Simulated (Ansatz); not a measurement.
`CB1C=C(F)[SiH2]1`, relaxed with RKS PBE0-D4/def2-TZVP in Ansatz from a PBE-D4/def2-SVP geometry. The force threshold is 0.005 eV/Å; the program also tests the step.

The species carries charge 0 and has multiplicity 1.

Start:

```xyz
12

C     1.693    0.081   -1.115
B     0.425   -0.004   -0.209
C     0.112   -0.821    1.066
C    -1.190   -0.451    1.320
F    -1.931   -0.896    2.333
Si   -1.470    0.768   -0.132
H     2.587   -0.437   -0.712
H     1.958    1.133   -1.355
H     1.448   -0.380   -2.101
H     0.700   -1.532    1.677
H    -2.572    0.356   -1.078
H    -1.761    2.183    0.306
```

```json
{"step": "1", "energy (eV)": "-14470.5885", "largest force (eV/Å)": "0.686", "largest move (Å)": "0.000"}
{"step": "2", "energy (eV)": "-14470.6346", "largest force (eV/Å)": "0.207", "largest move (Å)": "0.025"}
{"step": "3", "energy (eV)": "-14470.6391", "largest force (eV/Å)": "0.037", "largest move (Å)": "0.011"}
{"step": "4 (rejected)", "energy (eV)": "-14470.6391", "largest force (eV/Å)": "0.041", "largest move (Å)": "0.006"}
{"step": "5", "energy (eV)": "-14470.6392", "largest force (eV/Å)": "0.005", "largest move (Å)": "0.003"}
```

End:

```xyz
12

C     1.682    0.078   -1.109
B     0.416    0.001   -0.214
C     0.105   -0.809    1.053
C    -1.176   -0.443    1.305
F    -1.903   -0.889    2.317
Si   -1.465    0.759   -0.126
H     2.556   -0.438   -0.705
H     1.954    1.114   -1.333
H     1.447   -0.371   -2.083
H     0.684   -1.509    1.654
H    -2.551    0.349   -1.060
H    -1.750    2.158    0.303
```

It took 24 s on 4 threads of an Arm Neoverse V1 on a shared host, with 0.64 GiB of host memory at the peak.
